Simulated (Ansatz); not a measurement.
Cl2H5NSi2, SMILES N([SiH2]Cl)[SiH2]Cl.

The structure is a stationary point at PBE0-D3(BJ)/def2-SVP. The values are those of a single conformer.

Two levels are set side by side: PBE/def2-SVPD (Ansatz, a quantum-chemistry and plane-wave program) and CAM-B3LYP/def2-SVPD (Ansatz). Energy differences of separate SCF runs at the same geometry; the states with an electron removed or added have multiplicity 2 and 2. Differences are taken from unrounded values.

| quantity | CAM-B3LYP | PBE | PBE minus CAM-B3LYP |
|---|---|---|---|
| vertical ionisation energy (eV) | 10.51 | 9.89 | -0.63 |
| vertical singlet–triplet gap (eV) | 6.76 | 6.06 | -0.70 |
